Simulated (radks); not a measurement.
Question: All-electron atom: La in [Xe] 5d1 6s0.5 6p1.5 (fractional occupations, a model configuration). Calculated with a radial shooting solver on a logarithmic mesh with Libxc functionals: Dirac Kohn-Sham, PBE, spin-unpolarised, spherical densities, point nucleus; open shells fill j = l - 1/2 first. Some entries of the table are withheld. Estimate them.

orbital,occ.,eigenvalue (hartree),<1/r> (bohr^-1),r(max) (bohr)
1s1/2,2,-1422.977,62.03,0.01607
2s1/2,2,-226.4745,14.59,0.09108
2p1/2,2,(1),14.57,(2)
2p3/2,4,(3),13.25,(4)
3s1/2,2,-48.48229,5.254,0.2606
3p1/2,2,-43.04909,5.166,0.2473
3p3/2,4,-40.09002,4.837,0.2585
3d3/2,4,-30.57859,(5),0.2083
3d5/2,6,-29.94558,(6),0.2114
4s1/2,2,-9.83297,2.171,(7)
4p1/2,2,-7.83407,(8),0.6192
4p3/2,4,-7.20464,(9),0.6433
4d3/2,4,-3.92894,1.741,0.6675
4d5/2,6,-3.81967,1.715,0.6754
5s1/2,2,-1.48086,0.8533,1.410
5p1/2,2,-0.93848,0.7537,1.543
5p3/2,4,-0.84599,0.7162,1.608
6s1/2,0.5,-0.16329,0.2906,3.767
5d3/2,1,-0.15881,0.4620,2.164
5d5/2,0,-0.15135,0.4524,2.199
6p1/2,1.5,-0.07820,(10),4.751
6p3/2,0,-0.07127,(11),4.958

Answer: 
(1) 2p1/2 eigenvalue (hartree): -213.5808
(2) 2p1/2 r(max) (bohr): 0.06950
(3) 2p3/2 eigenvalue (hartree): -198.3985
(4) 2p3/2 r(max) (bohr): 0.07466
(5) 3d3/2 <1/r> (bohr^-1): 4.700
(6) 3d5/2 <1/r> (bohr^-1): 4.616
(7) 4s1/2 r(max) (bohr): 0.6087
(8) 4p1/2 <1/r> (bohr^-1): 2.067
(9) 4p3/2 <1/r> (bohr^-1): 1.960
(10) 6p1/2 <1/r> (bohr^-1): 0.2241
(11) 6p3/2 <1/r> (bohr^-1): 0.2142
